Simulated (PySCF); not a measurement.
## Basis-set dependence of SnB at MP2

PySCF, UHF reference; quartet, unpaired electrons σ ↑, π ↑↑; De to Sn + B without counterpoise correction. Frozen cores follow the default of each basis and core potential.

```csv
basis,relativity,functions,Re (Å),ωe (cm⁻¹),De (eV),frozen orbitals
cc-pVDZ-PP/cc-pVDZ,scalar-relativistic core potentials,37,2.191,603,2.34,5
def2-SVP,scalar-relativistic core potentials,40,2.183,604,2.42,5
x2c-SVPall,spin-free X2C,50,2.179,606,2.46,19
aug-cc-pVDZ-PP/aug-cc-pVDZ,scalar-relativistic core potentials,55,2.192,599,2.39,5
x2c-TZVPPall,spin-free X2C,91,2.169,592,2.58,19
```

Problem. How does each smaller set differ from the one with most functions, x2c-TZVPPall?

Solution. cc-pVDZ-PP/cc-pVDZ: +2.2 pm, +1.9 % in ωe, -0.24 eV in De; def2-SVP: +1.4 pm, +2.0 % in ωe, -0.16 eV in De; x2c-SVPall: +1.0 pm, +2.4 % in ωe, -0.12 eV in De; aug-cc-pVDZ-PP/aug-cc-pVDZ: +2.3 pm, +1.2 % in ωe, -0.19 eV in De. All at MP2; the set with most functions is neither the basis-set limit nor always the best. The rows treat relativity differently, so the differences are not basis effects alone.

Correlated steps freeze the inner cores (5 to 19 orbitals); shallow outer-core shells are correlated. Correlated levels converge slowly with the basis: in double zeta they bind strong bonds too weakly, by up to about 1 eV, and carry superposition errors of some tenths. These are scalar-relativistic numbers at best; spin–orbit coupling would shift them, the dissociation energy most. The state is the lowest determinant that a PBE0 search found; another state may lie lower at other levels.
